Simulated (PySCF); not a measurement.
This PySCF input asks for the NMR shieldings of `[AlH2][CH2][SiH2]C1CCCC1`, C6H15AlSi; the geometry comes from GFN2-xTB.

```python
import basis_set_exchange as bse
import numpy as np
from pyscf import gto, dft
from pyscf.prop import nmr

atoms = """
Al    2.258733    1.224273   -0.459111
C     2.800187   -0.325275    0.683972
Si    1.331887   -1.522818    0.477913
C    -0.095903   -0.376065   -0.039852
C    -1.390383   -1.007360   -0.532993
C    -2.448928    0.104652   -0.429164
C    -1.842028    1.181126    0.491627
C    -0.577649    0.545236    1.071331
H     2.475634    1.171384   -2.000247
H     1.809794    2.614418    0.070100
H     3.724517   -0.833401    0.390943
H     2.919668   -0.085518    1.747275
H     1.537454   -2.528571   -0.572824
H     0.936237   -2.219641    1.712153
H     0.302057    0.278787   -0.852283
H    -1.649799   -1.838252    0.126669
H    -1.301093   -1.401473   -1.544185
H    -3.382162   -0.285241   -0.023671
H    -2.665948    0.522577   -1.412000
H    -1.568457    2.062299   -0.091182
H    -2.537974    1.495251    1.268641
H    -0.819325   -0.039859    1.960777
H     0.178728    1.290455    1.343538
"""
names = dict.fromkeys(["Al", "C", "Si", "H"], "pcSseg-1")
basis = {el: gto.basis.parse(bse.get_basis(n, elements=[el], fmt="nwchem")) for el, n in names.items()}
mol = gto.M(atom=atoms, basis=basis, charge=0, verbose=0)
mf = dft.RKS(mol, xc="PBE0")
mf.grids.level = 2
mf.grids.alignment = dft.numint.BLKSIZE   # the property module wants whole blocks of grid points
mf.conv_tol = 1e-9
mf.kernel()

calc = nmr.RKS(mf)   # GIAO
C = mf.mo_coeff
Co = C[:, mf.mo_occ > 0]
resp = mf.gen_response(singlet=True, hermi=2)
def vind(x):   # induced exchange potential for any number of trial vectors
    d = np.einsum("pi,xij,qj->xpq", C, 2 * x.reshape(-1, C.shape[1], Co.shape[1]), Co, optimize=True)
    return np.einsum("xpq,pi,qj->xij", resp(d - d.transpose(0, 2, 1)), C, Co, optimize=True).ravel()
mo1, _ = nmr.rhf.solve_mo1(calc, with_cphf=vind)
sigma = calc.kernel(mo1)
for i, s in enumerate(sigma):   # ppm
    print("%2d %-2s %9.2f" % (i, mol.atom_pure_symbol(i), np.trace(s) / 3))
```

Q: What does it print?

A: 
```
 0 Al    306.82
 1 C     196.81
 2 Si    383.63
 3 C     147.26
 4 C     152.38
 5 C     160.04
 6 C     157.84
 7 C     149.60
 8 H      26.36
 9 H      26.37
10 H      31.56
11 H      31.23
12 H      27.10
13 H      27.43
14 H      32.28
15 H      30.40
16 H      29.64
17 H      29.91
18 H      29.94
19 H      30.06
20 H      29.76
21 H      30.42
22 H      29.18
```

These numbers come from an equivalent density-fitted implementation of the same equations, which agrees with the script to about 0.01 ppm for H and up to a few tenths of a ppm for heavy atoms, so last digits may differ.

Size and cost of the density-fitted run: 225 basis functions, 90 s wall time on 1 thread of an Arm Neoverse N1, shared host; peak memory 1.1 GiB.
